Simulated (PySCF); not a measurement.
## How methods differ on the excitation energy of Tc

Tc [Kr] 4d5 5s2 (6S) → Tc [Kr] 4d7 (4F), as a difference of total energies. Computed with PySCF 2.14 in aug-cc-pVTZ-DK (9s8p6d3f2g, 102 functions), with the spin-free X2C one-electron Hamiltonian (Gaussian nucleus). Correlated levels: valence: [Kr] frozen. The calculations carry no spin-orbit coupling.

| method | excitation energy (eV) |
| --- | --- |
| UHF | 3.599 |
| MP2 (valence) | 2.329 |
| SCS-MP2 (valence) | 1.839 |
| CCSD (valence) | 2.622 |
| CCSD(T) (valence) | 2.485 |

Question: How much does correlation contribute at CCSD(T) (valence)?

Answer: 2.485 − (3.599) = -1.114 eV, measured against UHF.

A first-order spin-orbit estimate (lowest level to lowest level, LS coupling) adds -0.140 eV.
